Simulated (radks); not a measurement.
Values are calculated unless marked as measured or tabulated.
Question: Ir II, configuration [Xe] 4f14 5d7 5f1 (not the ground configuration). Level of theory: scalar-relativistic Kohn-Sham, LDA (Slater exchange, Perdew-Wang correlation), spin-polarised, spherical densities, finite nucleus; open shells are filled with parallel spins first (spin-orbit coupling, left out, can overturn this in heavy ions); Fermi nuclear charge, rms radius 5.4032 fm (a radial shooting solver on a logarithmic mesh with Libxc functionals). Some entries of the table are withheld. Estimate them.

orbital  occ.  eigenvalue (hartree)  <r> (bohr)  <1/r> (bohr^-1)
1s up       1             -2794.868     0.01745            92.08
1s down     1             -2794.868     0.01745            92.08
2s up       1             -489.4281     0.07367            21.57
2s down     1             -489.4215     0.07367            21.57
2p up       3             -425.5728     0.06626            19.35
2p down     3             -425.5672     0.06626            19.35
3s up       1             -114.8535      0.1906            7.994
3s down     1             -114.8502      0.1906            7.994
3p up       3             -96.17286      0.1914            7.334
3p down     3             -96.16934      0.1914            7.334
3d up       5             -75.53228      0.1733            6.916
3d down     5             -75.52720      0.1733            6.916
4s up       1             -24.88151      0.4237            3.418
4s down     1             -24.87455      0.4236            3.418
4p up       3             -18.74944      0.4508            3.095
4p down     3             -18.74243      0.4508            3.095
4d up       5             -11.20597      0.4787            2.766
4d down     5             -11.19761      0.4786            2.767
5s up       1              -4.14638      0.9786            1.378
5s down     1              -4.09721      0.9755            1.383
4f up       7              -2.81696      0.5360            2.315
4f down     7              -2.80423      0.5344            2.319
5p up       3              -2.56034       1.134            1.166
5p down     3              -2.50060       1.130            1.172
5d up       5              -0.79857       1.621           0.8034
5d down     2              -0.73242       1.637           0.7993
6s up       0              -0.68787       2.542           0.5001
6s down     0              -0.64257       2.591           0.4890
6p up       0              -0.41134       3.279           0.3851
6p down     0              -0.38012       3.359           0.3739
6d up       0              -0.17189       5.950           0.2100
6d down     0              -0.15280       6.110           0.2055
5f up       1                   (1)       8.150              (2)
5f down     0                   (3)       8.817              (4)
6f up       0              -0.04371       14.41          0.09377
6f down     0              -0.03841       15.87          0.08466

Answer: 
(1) 5f up eigenvalue (hartree): -0.09532
(2) 5f up <1/r> (bohr^-1): 0.1418
(3) 5f down eigenvalue (hartree): -0.08073
(4) 5f down <1/r> (bohr^-1): 0.1312
